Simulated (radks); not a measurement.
Results of a calculation; reference values are marked as such.
Spherical quantum dot in the effective-mass picture: electrons in a parabolic well V = omega^2 r^2 / 2 with omega = 0.109, with a point charge +2 (a donor) at the centre, all in effective atomic units (hartree* = m*/eps^2 hartree, bohr* = eps/m* bohr), one dielectric constant everywhere. Level of theory: non-relativistic Kohn-Sham, exchange-only LDA, spin-polarised, spherical densities (a radial shooting solver with Libxc functionals). Levels are named by radial order and angular momentum (1s, 1p, 1d, 2s, ...), and open shells are averaged over m.

N = 5, configuration 1s2 1p(up 2, down 0) 2s(up 1, down 0). This is the lowest configuration that the search found. Occupied and some empty levels:

| level | occupation | eigenvalue (hartree*) | <r> (bohr*) |
|---|---|---|---|
| 1s up | 1 | 0.14572 | 1.003 |
| 1s down | 1 | 0.15795 | 0.9705 |
| 2s up | 1 | 0.61859 | 5.016 |
| 1p up | 2 | 0.65315 | 5.151 |
| 1d up | 0 | 0.73876 | 6.051 |
| 2s down | 0 | 0.74301 | 5.254 |
| 1p down | 0 | 0.77526 | 5.412 |
| 1f up | 0 | 0.82825 | 6.754 |
| 2p up | 0 | 0.83877 | 6.091 |
| 1d down | 0 | 0.85137 | 6.630 |
| 2p down | 0 | 0.91879 | 6.180 |
| 1g up | 0 | 0.92194 | 7.383 |
| 1f down | 0 | 0.92590 | 7.374 |
| 1g down | 0 | 1.0046 | 7.979 |

Energy (hartree*): total -1.46712, kinetic 3.0524, external -7.4083, Hartree 4.0991, exchange-correlation -1.2104.

Electron density:

| r (bohr*) | n(r) (e/bohr*^3) |
|---|---|
| 0.169 | 1.807 |
| 0.593 | 0.3796 |
| 1.02 | 0.09329 |
| 1.44 | 0.02634 |
| 1.86 | 0.009105 |
| 2.29 | 0.004589 |
| 2.71 | 0.003512 |
| 3.14 | 0.003330 |
| 3.56 | 0.003285 |
| 3.98 | 0.003154 |
| 4.41 | 0.002893 |
| 4.83 | 0.002525 |
| 5.26 | 0.002094 |
| 5.68 | 0.001652 |
| 6.10 | 0.001240 |
| 6.53 | 0.0008854 |
| 6.95 | 0.0006021 |
| 7.38 | 0.0003902 |
| 7.80 | 0.0002411 |
| 8.22 | 0.0001421 |
